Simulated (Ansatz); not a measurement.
GeH6PSi+: where a starting geometry ends

The starting geometry of this gas-phase singlet is a saddle point at PBE-D3(BJ)/def2-SVP, pushed by 0.25 Å along its imaginary mode; its bonds are those of `[SiH3][Ge][PH3+]`.

```json
{"atom": "Ge", "x (Å)": "-0.8420", "y (Å)": "0.8934", "z (Å)": "-1.9875"}
{"atom": "P", "x (Å)": "0.3393", "y (Å)": "2.2534", "z (Å)": "-0.2202"}
{"atom": "Si", "x (Å)": "-0.8326", "y (Å)": "-0.9926", "z (Å)": "-0.3515"}
{"atom": "H", "x (Å)": "-1.6064", "y (Å)": "-2.1345", "z (Å)": "-0.9535"}
{"atom": "H", "x (Å)": "-1.4380", "y (Å)": "-0.5205", "z (Å)": "0.9533"}
{"atom": "H", "x (Å)": "0.6267", "y (Å)": "-1.3510", "z (Å)": "-0.1419"}
{"atom": "H", "x (Å)": "1.4960", "y (Å)": "1.6477", "z (Å)": "0.4276"}
{"atom": "H", "x (Å)": "-0.5235", "y (Å)": "2.5727", "z (Å)": "0.8911"}
{"atom": "H", "x (Å)": "0.8304", "y (Å)": "3.5392", "z (Å)": "-0.6289"}
```

Q: Where would you expect an optimisation with PBE-D3(BJ)/def2-SVP to take it?

A: It keeps its bonds, and is `[SiH3][Ge][PH3+]`.

The energy falls by 0.03 eV over 19 steps:

```tsv
step	E − E(last) (eV)
1	0.029
3	0.016
5	0.014
7	0.012
9	0.005
11	0.002
13	0.000
15	0.000
17	0.000
19	0.000
```

Final geometry (Å):

| atom | x (Å) | y (Å) | z (Å) |
| --- | --- | --- | --- |
| Ge | -0.8299 | 0.8911 | -1.9736 |
| P | 0.2855 | 2.2461 | -0.1782 |
| Si | -0.7873 | -1.0057 | -0.3670 |
| H | -1.7567 | -2.0685 | -0.7806 |
| H | -0.9432 | -0.5845 | 1.0687 |
| H | 0.6446 | -1.4384 | -0.6039 |
| H | 1.0856 | 1.6294 | 0.8320 |
| H | -0.7342 | 2.8876 | 0.5889 |
| H | 1.0856 | 3.3504 | -0.5978 |

Frequencies at the end are all real (lowest 76 cm⁻¹). Run with Ansatz 0.2.0, 26 s on 2 threads of Arm Neoverse V1, with other jobs on the host.
